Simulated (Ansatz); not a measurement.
Ansatz results at the PBE0-D4/def2-TZVP geometry: HOMO energy (ωB97M-V/def2-TZVPP) -9.93 eV; HOMO–LUMO gap (B3LYP/def2-TZVPP) 7.50 eV; LUMO energy (PBE0/def2-TZVPP) 0.40 eV.

Each molecule was computed in one conformer, which needn't be the lowest.

Q: Which molecule gave them?
A. `O[SiH2][SiH2]Cl`
B. `N[SiH2]C[SiH](N)Cl`
C. `CO[SiH2]S[SiH2]OC`
D. `C[SiH](Cl)S[SiH2]Cl`

A: B. The others give `CO[SiH2]S[SiH2]OC`: -9.64, 6.92, -0.13; `C[SiH](Cl)S[SiH2]Cl`: -10.07, 7.26, -0.24; `O[SiH2][SiH2]Cl`: -10.00, 6.58, -0.99.

B3LYP here is the variant with VWN-RPA as its local correlation; programs differ in this.
